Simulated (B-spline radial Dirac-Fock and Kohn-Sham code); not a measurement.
X-ray scattering factor of Cd⁴³⁺

System: the Cd⁴³⁺ ion, [He] 2s2 2p1.

The run's input, task.json:

```json
{"items": [{
  "Z": 48,
  "q": 43,
  "cfg": [[1, 0, 2], [2, 0, 2], [2, 1, 1]],
  "A": 114,
  "rrms": 4.6087,
  "do": ["scatter"],
  "s": [0.0, 0.05, 0.06, 0.08, 0.09, 0.12, 0.15, 0.18, 0.23, 0.28, 0.35, 0.43, 0.54, 0.67, 0.83, 1.04, 1.29, 1.6, 1.99, 2.48, 3.08, 3.83, 4.75],
  "pz": [0, 0.1, 0.2, 0.3, 0.4, 0.5, 0.6, 0.8, 1.0, 1.2, 1.4, 1.6, 1.8, 2.0, 2.5, 3.0, 4.0, 5.0, 7.0, 10.0, 15.0, 20.0, 30.0, 40.0, 60.0, 100.0],
  "hv_scatter": [1000, 5000, 8047.8, 20000, 50000, 200000, 500000, 1000000]
}]}
```

Run with: `python xray_run.py task.json out`

Model: configuration-average Dirac-Fock orbitals. Program: a B-spline atomic structure program. f₀ is the Fourier transform of the spherical electron density, S the Waller-Hartree incoherent function, and s = sin θ/λ.

```tsv
s (Å⁻¹)	f₀	S
0	5.000	0.000
0.05	4.999	0.002
0.06	4.999	0.002
0.08	4.998	0.004
0.09	4.997	0.005
0.12	4.994	0.009
0.15	4.991	0.015
0.18	4.987	0.021
0.23	4.980	0.034
0.28	4.970	0.050
0.35	4.953	0.078
0.43	4.929	0.117
0.54	4.889	0.183
0.67	4.831	0.277
0.83	4.744	0.415
1.04	4.608	0.626
1.29	4.417	0.908
1.6	4.149	1.280
1.99	3.782	1.744
2.48	3.315	2.260
3.08	2.789	2.749
3.83	2.263	3.157
4.75	1.828	3.469
```

f₀ starts at the number of electrons, 5, and has fallen to half at s ≈ 3.49 Å⁻¹. The sum of ⟨r²⟩ over the electrons is 0.05254 bohr².

Values without a named source are computed, but for edge energies of neutral atoms, which are taken from tables.
